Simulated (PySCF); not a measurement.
Potential energy of CaSb⁺ along the bond

Set-up: PySCF, scalar-relativistic core potentials, basis sets Ca def2-SVP, Sb def2-SVP with ECP28. Energies in eV from Ca⁺ + Sb in their ground configurations at the same level. All curves are PBE0. state 1: ³Σ⁻ (triplet), unpaired electrons π ↑↑; state 2: Ms = 0 determinant of mixed spin (⟨S²⟩ near 1.0), unpaired electrons π ↑↓, a mixture of terms (⟨Lz²⟩ = 2.0), a second solution, started from another occupation; state 3: ³Π (triplet), unpaired electrons σ ↑, π ↑, a second solution, started from another occupation; state 4: singlet, one real π or δ orbital doubly filled, a mixture of terms (⟨Lz²⟩ = 2.0), a second solution, started from another occupation.

| R (Å) | state 1 | state 2 | state 3 | state 4 |
| --- | --- | --- | --- | --- |
| 2.558 | -0.824 | -0.541 | -0.3633 | 0.2682 |
| 2.677 | -1.203 | -0.919 | -0.5202 | -0.1123 |
| 2.796 | -1.407 | -1.121 | -0.5449 | -0.3131 |
| 2.885 | -1.477 | -1.188 | -0.5029 | -0.3769 |
| 2.974 | -1.495 | -1.201 | -0.4244 | -0.3852 |
| 3.063 | -1.474 | -1.174 | -0.3200 | -0.3510 |
| 3.182 | -1.403 | -1.092 | -0.1547 | -0.2574 |
| 3.331 | -1.273 | -0.942 | 0.0710 | -0.0898 |
| 3.509 | -1.093 | -0.728 | 0.3333 | 0.1506 |
| 3.747 | -0.860 | -0.426 | 0.6327 | 0.4893 |

Q: Put a parabola through the three lowest points of the state 1 curve and estimate Re, k and ωe (reduced mass 30.04 u; 1 eV/Å² = 0.16022 mdyn/Å; ωe = 1302.8·√(k/μ) cm⁻¹).

A: Through R = 2.885, 2.974, 3.063 Å the second-order coefficient is 2.46 eV/Å², so Re ≈ 2.971 Å, k ≈ 0.789 mdyn/Å and ωe ≈ 211 cm⁻¹. A polynomial fit of higher order to the unrounded PBE0 energies gives Re = 2.966 Å, k = 0.804 mdyn/Å, ωe = 213 cm⁻¹; anharmonicity and rounding make the difference.

The higher-order fit for each curve: state 1: Re = 2.966 Å, ωe = 213 cm⁻¹, De = 1.50 eV; state 2: Re = 2.955 Å, ωe = 221 cm⁻¹, minimum 1.20 eV below the ground-state fragments; state 3: Re = 2.763 Å, ωe = 251 cm⁻¹, minimum 0.55 eV below the ground-state fragments; state 4: Re = 2.944 Å, ωe = 230 cm⁻¹, minimum 0.388 eV below the ground-state fragments.

Closed-shell solutions of metal pairs were not tested for spin polarisation, which can lower them a little. ⟨S²⟩ of the unrestricted solution departs from its pure value on part of the curve, where spin states mix. Spin–orbit coupling is left out, which matters for elements this heavy, above all for dissociation energies. For an ion De counts to the pair picked by the measured ionisation energies or electron affinities, which need not be the lowest pair at this level. The state was picked by a PBE0 search and need not be the measured ground state.
